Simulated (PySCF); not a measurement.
FOS, SMILES O=[S]F (connectivity only; charge and spin as stated), charge -1, multiplicity 1.

Geometry optimised at PBE0-D3(BJ)/def2-TZVPD. The multiplicity is an assumed one; other spin states were not compared. The isomer is the one that the SMILES or the coordinates give; other isomers of the formula were not compared.

Method: PBE/def2-TZVPD (PySCF).

Gas-phase values at a fixed geometry. A positive occupied level means that this level leaves the electron formally unbound; only the finite basis holds it.

| Item | Result |
|---|---|
| total energy | -573.03990 hartree |
| point group | Cs |
| highest occupied level | 2.01 eV |
| lowest empty level | 3.59 eV |
| orbital gap | 1.58 eV |
| dipole moment about the centre of nuclear charge | 0.97 D |
| mean static polarisability | 50.9 bohr³ (7.55 Å³) |
| polarisability, principal values | 42.6, 50.8, 59.4 bohr³ |
